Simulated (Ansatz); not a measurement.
Basis sets compared for Sb2H4. The state is a singlet with charge 0. Geometry B3LYP-D4/def2-TZVP. Ansatz on 4 threads of Arm Neoverse V2 on a shared host; times are rough, and most runs start from earlier orbitals.

```tsv
atom	x (Å)	y (Å)	z (Å)
Sb1	0.946	-0.503	0.955
Sb2	-0.948	0.492	-0.958
H3	-0.147	-1.744	1.416
H4	0.300	0.540	2.157
H5	-0.288	-0.532	-2.168
H6	0.138	1.746	-1.401
```

In the def2 sets Sb takes a core potential; there is no spin–orbit coupling.

Binding counts from free atoms (Sb quartet, H doublet) in the same basis, without a counterpoise term.

```tsv
level	functions	energy (Eh)	HOMO (eV)	LUMO (eV)	binding per atom (eV)	wall time
PBE-D4/def2-SVP	72	-482.8715	-5.75	-1.85	2.15	0.45 s
PBE-D4/def2-TZVP	124	-482.8917	-5.84	-2.00	2.17	0.75 s
r2SCAN-D4/def2-TZVP	124	-483.0893	-6.05	-1.85	2.13	1.8 s
PBE0-D4/def2-SVP	72	-482.8978	-6.65	-1.21	2.09	0.8 s
PBE0-D4/def2-TZVP (with forces)	124	-482.9158	-6.70	-1.35	2.11	2.2 s
```

Q: Estimate the rows for PBE-D4/def2-TZVPD, r2SCAN-D4/def2-TZVPD, PBE0-D4/def2-TZVPD.

A: 
```tsv
level	functions	energy (Eh)	HOMO (eV)	LUMO (eV)	binding per atom (eV)	wall time
PBE-D4/def2-TZVPD	148	-482.8920	-5.84	-2.03	2.17	1.1 s
r2SCAN-D4/def2-TZVPD	148	-483.0897	-6.06	-1.86	2.13	2.4 s
PBE0-D4/def2-TZVPD	148	-482.9161	-6.71	-1.39	2.11	1.7 s
```
